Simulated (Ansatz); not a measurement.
## Nudged elastic band run: C3H6GeO

Input file:

```yaml
crystal:
  periodic: [false, false, false]
  atoms:
    - { symbol: C, position_ang: [-0.065152, 1.741048, 2.122587] }
    - { symbol: C, position_ang: [0.3131, 0.658939, 1.722258] }
    - { symbol: O, position_ang: [0.721878, -0.491935, 1.298338] }
    - { symbol: Ge, position_ang: [-0.097739, -1.269832, -0.164884] }
    - { symbol: C, position_ang: [0.08407, -0.008498, -1.63747] }
    - { symbol: H, position_ang: [-0.385882, 2.691195, 2.498315] }
    - { symbol: H, position_ang: [0.701923, -2.571784, -0.32293] }
    - { symbol: H, position_ang: [-1.559799, -1.517501, 0.254579] }
    - { symbol: H, position_ang: [-0.344999, 0.958815, -1.337807] }
    - { symbol: H, position_ang: [1.145943, 0.131317, -1.885363] }
    - { symbol: H, position_ang: [-0.448041, -0.378865, -2.526923] }
basis:
  gaussian: { orbitals: def2-SVP }
hamiltonian:
  xc: b3lyp
  dispersion: d4
neb:
  order_check: false
  images: 9
  f_tol: 0.5
  max_iterations: 52
  final_atoms:
    - { symbol: C, position_ang: [-0.22542998, 1.58754875, 2.85606582] }
    - { symbol: C, position_ang: [0.0680902, 0.83035667, 1.96290844] }
    - { symbol: O, position_ang: [0.35793465, 0.05214573, 0.94430342] }
    - { symbol: Ge, position_ang: [-1.18010202, -0.92326761, -0.70575504] }
    - { symbol: C, position_ang: [0.0593277, -0.30620081, -2.17525423] }
    - { symbol: H, position_ang: [-0.48434301, 2.25458506, 3.65493069] }
    - { symbol: H, position_ang: [-0.23869913, -2.17891233, -0.29637937] }
    - { symbol: H, position_ang: [0.85432246, -0.73912547, 1.21645648] }
    - { symbol: H, position_ang: [-0.23448304, 0.68126539, -2.56292833] }
    - { symbol: H, position_ang: [1.11727934, -0.27946745, -1.87161104] }
    - { symbol: H, position_ang: [-0.02859519, -1.03602893, -3.00203685] }
  initial_path:
    images:
      - { positions_ang: [[-0.065152, 1.741048, 2.122587], [0.3131, 0.658939, 1.722258], [0.721878, -0.491935, 1.298338], [-0.097739, -1.269832, -0.164884], [0.08407, -0.008498, -1.63747], [-0.385882, 2.691195, 2.498315], [0.701923, -2.571784, -0.32293], [-1.559799, -1.517501, 0.254579], [-0.344999, 0.958815, -1.337807], [1.145943, 0.131317, -1.885363], [-0.448041, -0.378865, -2.526923]] }
      - { positions_ang: [[-0.08184761, 1.72897761, 2.13209571], [0.27086667, 0.65514539, 1.72391205], [0.65968436, -0.51060143, 1.28553628], [-0.12590375, -1.256786, -0.18613568], [0.09025125, -0.00892854, -1.66192394], [-0.39849959, 2.69355669, 2.50403641], [0.6147004, -2.58157058, -0.37519974], [-1.36013166, -1.48411116, 0.39334783], [-0.33311278, 0.97145503, -1.36536608], [1.15942119, 0.11568836, -1.87664465], [-0.43012647, -0.37992637, -2.5529582]] }
      - { positions_ang: [[-0.09854322, 1.71690722, 2.14160443], [0.22863333, 0.65135179, 1.72556611], [0.59749072, -0.52926787, 1.27273457], [-0.15406849, -1.24374, -0.20738736], [0.0964325, -0.00935907, -1.68637789], [-0.41111718, 2.69591837, 2.50975782], [0.5274778, -2.59135717, -0.42746949], [-1.16046432, -1.45072132, 0.53211667], [-0.32122656, 0.98409506, -1.39292516], [1.17289937, 0.10005972, -1.86792631], [-0.41221195, -0.38098773, -2.57899339]] }
      - { positions_ang: [[-0.11523884, 1.70483682, 2.15111314], [0.1864, 0.64755818, 1.72722016], [0.53529708, -0.5479343, 1.25993285], [-0.18223324, -1.230694, -0.22863904], [0.10261375, -0.00978961, -1.71083183], [-0.42373477, 2.69828006, 2.51547923], [0.4402552, -2.60114375, -0.47973923], [-0.96079697, -1.41733148, 0.6708855], [-0.30934034, 0.99673509, -1.42048424], [1.18637756, 0.08443108, -1.85920796], [-0.39429742, -0.3820491, -2.60502859]] }
      - { positions_ang: [[-0.13193445, 1.69276643, 2.16062185], [0.14416667, 0.64376458, 1.72887422], [0.47310344, -0.56660073, 1.24713113], [-0.21039799, -1.217648, -0.24989073], [0.108795, -0.01022014, -1.73528577], [-0.43635237, 2.70064174, 2.52120065], [0.3530326, -2.61093034, -0.53200898], [-0.76112963, -1.38394164, 0.80965434], [-0.29745413, 1.00937512, -1.44804332], [1.19985574, 0.06880245, -1.85048961], [-0.37638289, -0.38311046, -2.63106378]] }
      - { positions_ang: [[-0.14863006, 1.68069604, 2.17013056], [0.10193333, 0.63997097, 1.73052827], [0.4109098, -0.58526716, 1.23432942], [-0.23856273, -1.20460199, -0.27114241], [0.11497625, -0.01065068, -1.75973971], [-0.44896996, 2.70300343, 2.52692206], [0.26580999, -2.62071692, -0.58427872], [-0.56146229, -1.3505518, 0.94842317], [-0.28556791, 1.02201514, -1.4756024], [1.21333393, 0.05317381, -1.84177127], [-0.35846836, -0.38417183, -2.65709898]] }
      - { positions_ang: [[-0.16399004, 1.66206658, 2.30731761], [0.09516471, 0.67804811, 1.7770043], [0.40031477, -0.45778458, 1.17632422], [-0.42687059, -1.14833512, -0.35806493], [0.10384654, -0.06976071, -1.84284262], [-0.45604457, 2.61331975, 2.75252379], [0.16490817, -2.532356, -0.52669885], [-0.27830534, -1.22826653, 1.00202983], [-0.27535093, 0.95386519, -1.69306758], [1.19412301, -0.01335444, -1.84773922], [-0.29249373, -0.51454325, -2.72608655]] }
      - { positions_ang: [[-0.17935003, 1.64343712, 2.44450467], [0.08839608, 0.71612525, 1.82348034], [0.38971974, -0.33030201, 1.11831902], [-0.61517845, -1.09206824, -0.44498746], [0.09271683, -0.12887073, -1.92594552], [-0.46311918, 2.52363608, 2.97812551], [0.06400635, -2.44399509, -0.46911898], [0.00485161, -1.10598127, 1.0556365], [-0.26513396, 0.88571524, -1.91053277], [1.1749121, -0.0798827, -1.85370718], [-0.22651909, -0.64491467, -2.79507413]] }
      - { positions_ang: [[-0.19471001, 1.62480767, 2.58169172], [0.08162745, 0.75420239, 1.86995637], [0.37912471, -0.20281943, 1.06031382], [-0.8034863, -1.03580136, -0.53190998], [0.08158712, -0.18798076, -2.00904842], [-0.47019379, 2.43395241, 3.20372724], [-0.03689548, -2.35563417, -0.41153911], [0.28800856, -0.983696, 1.10924316], [-0.25491699, 0.81756529, -2.12799796], [1.15570118, -0.14641095, -1.85967513], [-0.16054446, -0.77528609, -2.8640617]] }
      - { positions_ang: [[-0.21006999, 1.60617821, 2.71887877], [0.07485883, 0.79227953, 1.91643241], [0.36852968, -0.07533685, 1.00230862], [-0.99179416, -0.97953449, -0.61883251], [0.07045741, -0.24709078, -2.09215133], [-0.4772684, 2.34426873, 3.42932897], [-0.1377973, -2.26727325, -0.35395924], [0.57116551, -0.86141074, 1.16284982], [-0.24470001, 0.74941534, -2.34546315], [1.13649026, -0.2129392, -1.86564308], [-0.09456982, -0.90565751, -2.93304928]] }
      - { positions_ang: [[-0.22542998, 1.58754875, 2.85606582], [0.0680902, 0.83035667, 1.96290844], [0.35793465, 0.05214573, 0.94430342], [-1.18010202, -0.92326761, -0.70575504], [0.0593277, -0.30620081, -2.17525423], [-0.48434301, 2.25458506, 3.65493069], [-0.23869913, -2.17891233, -0.29637937], [0.85432246, -0.73912547, 1.21645648], [-0.23448304, 0.68126539, -2.56292833], [1.11727934, -0.27946745, -1.87161104], [-0.02859519, -1.03602893, -3.00203685]] }
```

Run as:

```bash
$ ansatz run input.yaml --threads 2 --pin off --max-ram 3072MiB --backend cpu --events-out ev --progress --plain --runs-dir out
```

Output, in part (warnings, iteration lines, the closing report on the highest movable image, with atoms numbered from 0):

```
NEB end point (image 0): max|allowed force component| = 1.738e-2 eV/Å (the criterion of neb.relax_end_points is 1.000e-1)
NEB end point (image 10): max|allowed force component| = 1.543e-2 eV/Å (the criterion of neb.relax_end_points is 1.000e-1)
NEB iter   1: max|band force component| = 1.795e1 eV/Å  barrier→ = 5.5225 eV  barrier← = 3.7600 eV  Δτ_max = 0.2000 Å  (302 SCF iters)
NEB iter   2: max|band force component| = 5.023e0 eV/Å  barrier→ = 3.3908 eV  barrier← = 1.6283 eV  Δτ_max = 0.2000 Å  (305 SCF iters)
NEB iter   3: max|band force component| = 2.080e0 eV/Å  barrier→ = 2.7342 eV  barrier← = 0.9717 eV  Δτ_max = 0.2000 Å  (284 SCF iters)
NEB iter   4: max|band force component| = 1.180e0 eV/Å  barrier→ = 2.5321 eV  barrier← = 0.7696 eV  Δτ_max = 0.1999 Å  (282 SCF iters)
NEB iter   5: max|band force component| = 1.776e0 eV/Å  barrier→ = 2.6735 eV  barrier← = 0.9109 eV  Δτ_max = 0.1017 Å  (277 SCF iters)
NEB iter   6: max|band force component| = 4.402e0 eV/Å  barrier→ = 2.6899 eV  barrier← = 0.9274 eV  Δτ_max = 0.0508 Å  (287 SCF iters)
NEB iter   7: max|band force component| = 6.921e-1 eV/Å  barrier→ = 2.6500 eV  barrier← = 0.8875 eV  Δτ_max = 0.1023 Å  (272 SCF iters)
NEB iter   8: max|band force component| = 9.128e-1 eV/Å  barrier→ = 2.5739 eV  barrier← = 0.8114 eV  Δτ_max = 0.0500 Å  (291 SCF iters)
NEB iter   9: max|band force component| = 9.608e-1 eV/Å  barrier→ = 2.4874 eV  barrier← = 0.7249 eV  Δτ_max = 0.0251 Å  (282 SCF iters)
NEB iter  10: max|band force component| = 7.247e-1 eV/Å  barrier→ = 2.4364 eV  barrier← = 0.6738 eV  Δτ_max = 0.0501 Å  (276 SCF iters)
NEB iter  11: max|band force component| = 7.482e-1 eV/Å  barrier→ = 2.3211 eV  barrier← = 0.5586 eV  Δτ_max = 0.0994 Å  (282 SCF iters)
NEB iter  12: max|band force component| = 9.986e-1 eV/Å  barrier→ = 2.3785 eV  barrier← = 0.6160 eV  Δτ_max = 0.0499 Å  (274 SCF iters)
NEB iter  13: max|band force component| = 8.041e-1 eV/Å  barrier→ = 2.4163 eV  barrier← = 0.6537 eV  CI = image 4  Δτ_max = 0.1011 Å  (282 SCF iters)
NEB iter  14: max|band force component| = 5.606e-1 eV/Å  barrier→ = 2.5228 eV  barrier← = 0.7602 eV  CI = image 4  Δτ_max = 0.1010 Å  (284 SCF iters)
NEB iter  15: max|band force component| = 3.829e-1 eV/Å  barrier→ = 2.5525 eV  barrier← = 0.7900 eV  CI = image 4  Δτ_max = 0.0000 Å  (543 SCF iters)
Total energy: -61760.32238970 eV, -2269.6499851715 hartree
Atom 0 at    -0.056214     1.793338     2.384928 Å, force     0.126533    -0.120858    -0.048387 eV/Å
Atom 1 at     0.137958     0.665249     1.956297 Å, force    -0.191720     0.193066     0.118364 eV/Å
Atom 2 at     0.292766    -0.534327     1.553556 Å, force     0.260668    -0.224009    -0.202784 eV/Å
Atom 3 at    -0.441303    -1.416797    -0.536639 Å, force     0.253137     0.212332     0.050472 eV/Å
Atom 4 at     0.044764    -0.088935    -1.911675 Å, force     0.038159    -0.076109     0.062406 eV/Å
Atom 5 at    -0.151964     2.754643     2.848949 Å, force    -0.027125     0.015437    -0.094468 eV/Å
Atom 6 at     0.610115    -2.551925    -0.733707 Å, force    -0.021988    -0.020515     0.048241 eV/Å
Atom 7 at    -0.897988    -1.120575     0.971799 Å, force    -0.323704    -0.034552    -0.059038 eV/Å
Atom 8 at    -0.625086     0.778518    -1.947907 Å, force    -0.040021     0.010477     0.055741 eV/Å
Atom 9 at     1.068642     0.240759    -1.664314 Å, force    -0.030169     0.045609    -0.005769 eV/Å
Atom 10 at     0.083612    -0.577048    -2.900589 Å, force    -0.043769    -0.000880     0.075223 eV/Å
Dipole moment:    -0.211263    -0.268166    -0.802820 e Å
```

It converged. The threshold of 0.5 eV/Å is loose, so the images may lie well off the minimum-energy path. Neighbouring images differ by up to 1.2 eV, so the band resolves the path poorly. The order of the stationary point at the top wasn't checked. The orbitals stay closed-shell, which can raise the energy where a bond breaks towards radicals; this wasn't checked here.

Final band (atoms are numbered from 1 in the order of the input):

```json
{"image": "0", "path coordinate (Å)": "0.00", "energy (eV)": "0.00", "Ge4–H8 (Å)": "1.54", "O3–H8 (Å)": "2.71"}
{"image": "1", "path coordinate (Å)": "0.59", "energy (eV)": "0.01", "Ge4–H8 (Å)": "1.54", "O3–H8 (Å)": "2.70"}
{"image": "2", "path coordinate (Å)": "1.18", "energy (eV)": "0.17", "Ge4–H8 (Å)": "1.53", "O3–H8 (Å)": "2.49"}
{"image": "3", "path coordinate (Å)": "1.77", "energy (eV)": "1.33", "Ge4–H8 (Å)": "1.50", "O3–H8 (Å)": "1.97"}
{"image": "4", "path coordinate (Å)": "2.36", "energy (eV)": "2.55", "Ge4–H8 (Å)": "1.60", "O3–H8 (Å)": "1.45"}
{"image": "5", "path coordinate (Å)": "3.02", "energy (eV)": "1.94", "Ge4–H8 (Å)": "2.23", "O3–H8 (Å)": "0.98"}
{"image": "6", "path coordinate (Å)": "3.69", "energy (eV)": "1.86", "Ge4–H8 (Å)": "2.63", "O3–H8 (Å)": "0.97"}
{"image": "7", "path coordinate (Å)": "4.40", "energy (eV)": "1.80", "Ge4–H8 (Å)": "2.91", "O3–H8 (Å)": "0.97"}
{"image": "8", "path coordinate (Å)": "5.10", "energy (eV)": "1.78", "Ge4–H8 (Å)": "2.92", "O3–H8 (Å)": "0.97"}
{"image": "9", "path coordinate (Å)": "5.81", "energy (eV)": "1.77", "Ge4–H8 (Å)": "2.87", "O3–H8 (Å)": "0.97"}
{"image": "10", "path coordinate (Å)": "6.52", "energy (eV)": "1.76", "Ge4–H8 (Å)": "2.80", "O3–H8 (Å)": "0.97"}
```

The run took 8.3 min on 2 threads of Arm Neoverse V1, on a shared host, peak memory 0.3 GiB.
